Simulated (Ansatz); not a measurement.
A run of Ansatz (development build ahead of 0.2.0) on quartet Be₂F at this shape:

```yaml
atoms:
  - { symbol: F, position_ang: [0.0000, 0.0000, 0.0000] }
  - { symbol: Be, position_ang: [0.0000, 2.3451, 1.7995] }
  - { symbol: Be, position_ang: [0.0000, -2.3451, 1.7995] }
```

Its results:

* Converged: yes
* Total energy: -129.01073 hartree
* Spin squared of the determinant: 3.793
* Stability test: minimum

**Question.** Which input gives this output? Name the method, the orbitals and the basis set, and write the input.

**Answer.** ωB97X (unrestricted) in pcseg-2.

```yaml
crystal:
  periodic: [false, false, false]
  atoms:
    - { symbol: F, position_ang: [0.0, 0.0, 0.0] }
    - { symbol: Be, position_ang: [0.0, 2.3451, 1.7995] }
    - { symbol: Be, position_ang: [0.0, -2.3451, 1.7995] }
basis:
  gaussian: { orbitals: pcseg-2 }
magnetization:
  spin_polarized: true
  initial_magnetization: 3
hamiltonian:
  xc: { name: wB97X }
```

Caution: charge can spread falsely over distant fragments; other spin multiplicities may lie lower.
